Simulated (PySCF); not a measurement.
**Exercise with solution: oscillator strength and radiative lifetime**

B(F)(NMe2)(SiH3) (C₂H₉BFNSi), SMILES B(N(C)C)([SiH3])F.

Coordinates come from a ωB97X-D3(BJ)/def2-SVP optimisation. One conformer was computed; it need not be the lowest.

PySCF 2.14.0 with TDDFT-PBE/def2-SVPD puts the first singlet state with f over 0.02 at 5.87 eV (vertical), with the transition dipole (0.303, -1.121, 0.000) in atomic units.

Problem. Find the oscillator strength, the wavelength and the radiative lifetime that this transition would have in vacuum if emission retraced absorption.

Solution. 
|μ|² = 1.3484 au, so |μ| = 2.95 D. ΔE = 5.87/27.211 = 0.2157 hartree. f = (2/3) ΔE |μ|² = 0.194 (the program prints 0.194).
λ = 1239.84/5.87 = 211 nm; ν = 47345 cm⁻¹.
Einstein's coefficient A = 0.6670 ν² f s⁻¹ (ν in cm⁻¹) = 2.9e8 s⁻¹, so τ = 1/A = 3.4 ns. This state is S1. The figure is the radiative limit of this one transition; relaxation, internal conversion, crossing to triplets and a medium change what is measured.
